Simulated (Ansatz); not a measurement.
Ansatz results at the PBE0-D4/def2-TZVP geometry: size of the dipole moment (PBE/def2-TZVPP) 2.26 D; LUMO energy (PBE/def2-TZVPP) -1.01 eV; HOMO–LUMO gap (PBE0/def2-TZVPP) 6.93 eV.

Each molecule was computed in one conformer, which needn't be the lowest.

Problem. Which molecule gave them?
A. `CO[SiH2][SiH2]N`
B. `C[Si](N)(O)[SiH3]`
C. `NC([SiH3])[SiH2]O`
D. `CO[SiH](N)[SiH3]`

Solution. A. The others give `C[Si](N)(O)[SiH3]`: 2.54, -0.37, 7.55; `CO[SiH](N)[SiH3]`: 2.02, -0.75, 7.66; `NC([SiH3])[SiH2]O`: 1.91, -0.86, 6.67.
